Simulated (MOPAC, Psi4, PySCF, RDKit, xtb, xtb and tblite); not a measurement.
Torsional profile of SMILES c1cncc(-c2ccncc2)c1 (C₁₀H₈N₂). Scanned: dihedral C4–C5–C6–C7; all other coordinates were relaxed at GFN2-xTB. Points at φ and −φ are mirror images.

Geometry of the scan point at 45° (Å):
```
20

C      2.8374    -0.8686    -0.3976
C      3.3377    -0.0734     0.6232
N      2.5771     0.7156     1.3626
C      1.2838     0.7553     1.1105
C      0.6679     0.0138     0.1010
C     -0.7790     0.0996    -0.1277
C     -1.4338     1.3299    -0.1484
C     -2.7996     1.3518    -0.3759
N     -3.5251     0.2645    -0.5750
C     -2.9059    -0.9034    -0.5554
C     -1.5452    -1.0449    -0.3419
C      1.4797    -0.8241    -0.6608
H      3.4937    -1.5019    -0.9742
H      4.3925    -0.0650     0.8635
H      0.7003     1.4016     1.7539
H     -0.8832     2.2469    -0.0041
H     -3.3437     2.2869    -0.4027
H     -3.5356    -1.7680    -0.7212
H     -1.0894    -2.0234    -0.3233
H      1.0518    -1.4137    -1.4596
```

- GFN2-xTB (xtb and tblite)
- MMFF94 // GFN2-xTB (RDKit)
- B3LYP/def2-SVP // GFN2-xTB (Psi4)
- B3LYP-D3(BJ)/def2-SVP // GFN2-xTB (Psi4)
- PBE/def2-SVP // GFN2-xTB (Psi4)
- PBE-D3(BJ)/def2-SVP // GFN2-xTB (Psi4)
- PM7, restricted, heats of formation // GFN2-xTB (MOPAC)
- GFN1-xTB // GFN2-xTB (xtb)
- RKS-B3LYP/6-31G* = restricted B3LYP/6-31G*, spherical d, density fitting // GFN2-xTB (PySCF 2.14.0)
- RKS-B3LYP/3-21G = restricted B3LYP/3-21G, density fitting // GFN2-xTB in PySCF
- RHF/STO-3G = PySCF 2.14.0 with restricted Hartree-Fock/STO-3G // GFN2-xTB

Least-squares fit of E(φ) = a0 + Σ (a_n cos nφ + b_n sin nφ), n = 1 to 4, to the 24 scan points, in kcal/mol above the lowest point of each profile (levels whose profile four harmonics don't fit are not listed):

```csv
method,a0,a1,b1,a2,b2,a3,b3,a4,b4,rms of fit
GFN2-xTB,0.87,0.00,0.00,-0.06,0.00,-0.01,0.00,0.93,0.00,0.13
MMFF94,0.93,-0.01,0.00,1.26,0.00,0.01,0.00,0.89,0.00,0.16
B3LYP/def2-SVP,0.88,0.00,0.00,-0.78,0.00,-0.01,0.00,0.81,0.00,0.06
B3LYP-D3(BJ)/def2-SVP,0.96,0.01,0.00,-0.90,0.00,-0.01,0.00,0.86,0.00,0.06
PBE/def2-SVP,0.97,0.01,0.00,-0.95,0.00,-0.01,0.00,0.82,0.00,0.05
PBE-D3(BJ)/def2-SVP,1.01,0.01,0.00,-1.00,0.00,-0.01,0.00,0.85,0.00,0.05
PM7,0.60,0.00,0.00,0.83,0.00,0.01,0.00,0.62,0.00,0.12
GFN1-xTB,0.70,0.00,0.00,-0.34,0.00,-0.01,0.00,0.74,0.00,0.09
RKS-B3LYP/6-31G*,0.94,0.01,0.00,-0.64,0.00,-0.01,0.00,0.95,0.00,0.11
RKS-B3LYP/3-21G,0.81,0.01,0.00,-0.08,0.00,0.00,0.00,0.86,0.00,0.11
RHF/STO-3G,0.95,0.01,0.00,-0.69,0.00,0.00,0.00,0.92,0.00,0.10
```
